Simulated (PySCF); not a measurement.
Compound: C₇H₁₂P₂.
Atom-mapped SMILES: `[CH3:1]/[CH:2]=[CH:3]/[P:4]=[P:5]\[CH:6]1[CH2:7][CH2:8][CH2:9]1`

Structure used (GFN2-xTB), in Å, numbered top down from 1:
```
atom  x, y, z in Å
C1     3.4165   -0.4325   -1.5304
C2     2.7576   -1.2958   -0.5133
C3     1.6062   -1.0009    0.0924
P4     0.9086   -2.1188    1.3254
P5    -0.8134   -1.2813    2.0332
C6    -1.1176    0.3343    1.1315
C7    -1.6579    0.2368   -0.3113
C8    -2.7926    1.1975    0.0652
C9    -2.4134    1.0583    1.5456
H10    2.8419    0.4729   -1.7135
H11    3.5276   -0.9771   -2.4682
H12    4.4159   -0.1554   -1.1943
H13    3.2715   -2.2165   -0.2704
H14    1.0955   -0.0814   -0.1591
H15   -0.2464    0.9887    1.2186
H16   -0.9871    0.5730   -1.1008
H17   -2.0129   -0.7636   -0.5595
H18   -3.7957    0.8698   -0.1986
H19   -2.6382    2.2040   -0.3187
H20   -3.0978    0.4179    2.0992
H21   -2.2772    1.9872    2.0962
```

NICS is the negative of the GIAO shielding at a point without a nucleus: at the ring centre (0) and 1 Å above and below it (1); zz is the component along the ring normal. Level: GIAO PBE0/pcSseg-1 (PySCF, non-relativistic, gas phase) on the GFN2-xTB geometry, one conformer.

Ring bond lengths (Å), with Mayer bond orders in brackets: C6–C7 1.544 (0.98), C7–C8 1.534 (1.05), C8–C9 1.535 (1.05), C9–C6 1.541 (0.99).

Q: Give the NICS values of each ring in ppm.

A: 
| ring | type | NICS(0) | NICS(1), two faces | NICS(1)zz, two faces | rms pucker (Å) | centre to ring atoms, mean (Å) |
| --- | --- | --- | --- | --- | --- | --- |
| C6–C7–C8–C9 | 4-membered carbocycle; formal bonds all single | 0.6 | 0.3 / 0.3 | 5.9 / 5.0 | 0.07 | 1.09 |

Q: What can be read from them?

A: 
- C6–C7–C8–C9: mean NICS(1)zz 5.4 ppm, deshielded. C6, C7, C8, C9 have four or more neighbours, and the NICS criterion for π rings isn't applied.

Q: At the first NICS(1) probe listed for ring C6–C7–C8–C9, 1 Å off the ring, what do the in-plane components average?

A: The isotropic value is a third of the trace: (3 × 0.3 − (5.9))/2 = -2.5 ppm.

Q: What are the shieldings of the ring atoms and their hydrogens in the same run (means over atoms taken as equivalent)?

A: 
| atoms | environment | σ isotropic (ppm) | principal values of the symmetric part, first atom (ppm) |
| --- | --- | --- | --- |
| C6 | sp3 carbon bound to phosphorus | 144.7 | 119.5, 154.5, 160.2 |
| C7 (×2) | four-membered-ring carbon | 155.5 | 130.2, 150.0, 182.6 |
| C8 | four-membered-ring carbon | 167.3 | 156.0, 164.4, 181.4 |
| H15 | methine hydrogen | 27.61 | 24.2, 28.3, 30.4 |
| H16 (×2) | methylene hydrogen | 29.02 | 24.8, 28.3, 33.8 |
| H17 (×2) | methylene hydrogen | 29.32 | 26.8, 29.5, 32.7 |
| H18 | methylene hydrogen | 29.58 | 26.0, 26.5, 36.2 |
| H19 | methylene hydrogen | 29.52 | 26.2, 27.3, 35.0 |
